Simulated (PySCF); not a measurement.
germanium monoxide (GeO), singlet, at a GFN2-xTB geometry; CAMB3LYP/pcseg-1 (PySCF).

Here is a job for PySCF.
```python
from pyscf import gto, scf, dft

mol = gto.Mole()
mol.atom = '''
    Ge   -0.00000000   -0.00000000   -0.31515709
    O     0.00000000    0.00000000    1.26062837
'''
mol.basis = 'pcseg-1'
mol.verbose = 4
mol.build()

mf = dft.RKS(mol)
mf.xc = 'camb3lyp'
mf.diis = False
mf.max_cycle = 100
mf.kernel()
mf.analyze()
```

It wrote (shortened):

```
PySCF version 2.14.0

[INPUT] verbose = 4
[INPUT] num. atoms = 2
[INPUT] num. electrons = 40
[INPUT] charge = 0
[INPUT] spin (= nelec alpha-beta = 2S) = 0
[INPUT] symmetry False subgroup None
[INPUT] Mole.unit = angstrom
[INPUT] Symbol           X                Y                Z      unit          X                Y                Z       unit  Magmom
[...]
nuclear repulsion = 85.9694225097876
number of shells = 6
number of NR pGTOs = 107
number of NR cGTOs = 41
basis = pcseg-1
ecp = {}

******** <class 'pyscf.dft.rks.RKS'> ********
method = RKS
initial guess = minao
damping factor = 0
level_shift factor = 0
DIIS disabled
SCF conv_tol = 1e-09
SCF conv_tol_grad = None
SCF max_cycles = 100
direct_scf = True
direct_scf_tol = 1e-13
XC library pyscf.dft.libxc version 7.1.2
    S. Lehtola, C. Steigemann, M. J. T. Oliveira, and M. A. L. Marques,  SoftwareX 7, 1–5 (2018)
XC functionals = camb3lyp
    T. Yanai, D. P. Tew, and N. C. Handy,  Chem. Phys. Lett. 393, 51 (2004)
radial grids:
    Treutler-Ahlrichs [JCP 102, 346 (1995); DOI:10.1063/1.469408] (M4) radial grids

becke partition: Becke, JCP 88, 2547 (1988); DOI:10.1063/1.454033
pruning grids: <function nwchem_prune>
grids dens level: 3
symmetrized grids: False
atomic radii adjust function: <function treutler_atomic_radii_adjust>
small_rho_cutoff = 0
Set gradient conv threshold to 3.16228e-05
Initial guess from minao.
tot grids = 34728
init E= -2151.40127876418
[...]
cycle= 1 E= -2151.84318087655  delta_E= -0.442  |g|= 0.985  |ddm|= 1.65
[...]
cycle= 2 E= -2150.0787962664  delta_E= 1.76  |g|= 2.77  |ddm|= 2.57
[...]
cycle= 3 E= -2148.81788725034  delta_E= 1.26  |g|= 3.49  |ddm|= 4.31
[...]
cycle= 4 E= -2138.17505402489  delta_E= 10.6  |g|= 4.07  |ddm|= 13.7

WARN: HOMO -0.785958407025152 == LUMO -0.785958407025132

cycle= 5 E= -2084.90889988723  delta_E= 53.3  |g|= 20.3  |ddm|= 17.3
[...]
cycle= 6 E= -2133.68254547416  delta_E= -48.8  |g|= 3.06  |ddm|= 18.5
[...]
cycle= 7 E= -2049.00742380169  delta_E= 84.7  |g|= 14.8  |ddm|= 19.2
[...]
cycle= 8 E= -2133.41411595223  delta_E= -84.4  |g|= 3.01  |ddm|=   20
[...]
cycle= 9 E= -2048.53932929814  delta_E= 84.9  |g|= 14.7  |ddm|=   20
[...]
cycle= 10 E= -2133.41167428903  delta_E= -84.9  |g|= 3.01  |ddm|=   20
[...]
cycle= 11 E= -2048.53137255062  delta_E= 84.9  |g|= 14.7  |ddm|=   20
[...]
cycle= 12 E= -2133.4116648303  delta_E= -84.9  |g|= 3.01  |ddm|=   20
[...]
cycle= 13 E= -2048.53125162014  delta_E= 84.9  |g|= 14.7  |ddm|=   20
[...]
[...]
cycle= 78 E= -2133.41166632565  delta_E= -84.9  |g|= 3.01  |ddm|=   20
[...]
cycle= 79 E= -2048.53125166996  delta_E= 84.9  |g|= 14.7  |ddm|=   20
[...]
cycle= 80 E= -2133.41166632565  delta_E= -84.9  |g|= 3.01  |ddm|=   20
[...]
cycle= 81 E= -2048.53125166997  delta_E= 84.9  |g|= 14.7  |ddm|=   20
[...]
cycle= 82 E= -2133.41166632565  delta_E= -84.9  |g|= 3.01  |ddm|=   20
[...]
cycle= 83 E= -2048.53125166997  delta_E= 84.9  |g|= 14.7  |ddm|=   20
[...]
cycle= 84 E= -2133.41166632565  delta_E= -84.9  |g|= 3.01  |ddm|=   20
[...]
cycle= 85 E= -2048.53125166996  delta_E= 84.9  |g|= 14.7  |ddm|=   20
[...]
cycle= 86 E= -2133.41166632565  delta_E= -84.9  |g|= 3.01  |ddm|=   20
[...]
cycle= 87 E= -2048.53125166996  delta_E= 84.9  |g|= 14.7  |ddm|=   20
[...]
cycle= 88 E= -2133.41166632565  delta_E= -84.9  |g|= 3.01  |ddm|=   20
[...]
cycle= 89 E= -2048.53125166997  delta_E= 84.9  |g|= 14.7  |ddm|=   20
[...]
cycle= 90 E= -2133.41166632565  delta_E= -84.9  |g|= 3.01  |ddm|=   20
[...]
cycle= 91 E= -2048.53125166997  delta_E= 84.9  |g|= 14.7  |ddm|=   20
[...]
cycle= 92 E= -2133.41166632565  delta_E= -84.9  |g|= 3.01  |ddm|=   20
[...]
cycle= 93 E= -2048.53125166997  delta_E= 84.9  |g|= 14.7  |ddm|=   20
[...]
cycle= 94 E= -2133.41166632565  delta_E= -84.9  |g|= 3.01  |ddm|=   20
[...]
cycle= 95 E= -2048.53125166996  delta_E= 84.9  |g|= 14.7  |ddm|=   20
[...]
cycle= 96 E= -2133.41166632565  delta_E= -84.9  |g|= 3.01  |ddm|=   20
[...]
cycle= 97 E= -2048.53125166996  delta_E= 84.9  |g|= 14.7  |ddm|=   20
[...]
cycle= 98 E= -2133.41166632565  delta_E= -84.9  |g|= 3.01  |ddm|=   20
[...]
cycle= 99 E= -2048.53125166996  delta_E= 84.9  |g|= 14.7  |ddm|=   20
[...]
cycle= 100 E= -2133.41166632565  delta_E= -84.9  |g|= 3.01  |ddm|=   20
SCF not converged.
SCF energy = -2133.41166632565
**** SCF Summaries ****
Total Energy =                       -2133.411666325648184
Nuclear Repulsion Energy =              85.969422509787606
One-electron Energy =                -3194.909225749486723
Two-electron Energy =                  975.528136914050719
Two-electron Coulomb Energy =         1063.655742350850687
DFT Exchange-Correlation Energy =      -88.127605436799925
HOMO-LUMO gap [eV] =                     5.845792242017421
**** MO energy ****
[...]
 ** Mulliken pop on meta-lowdin orthogonal AOs  **
 ** Mulliken pop  **
 ** Mulliken atomic charges  **
charge of    0Ge =     -5.74610
charge of    1O =      5.74610
Dipole moment(X, Y, Z, Debye):  0.00000, -0.00000, 63.00102
```

Convergence was not reached.
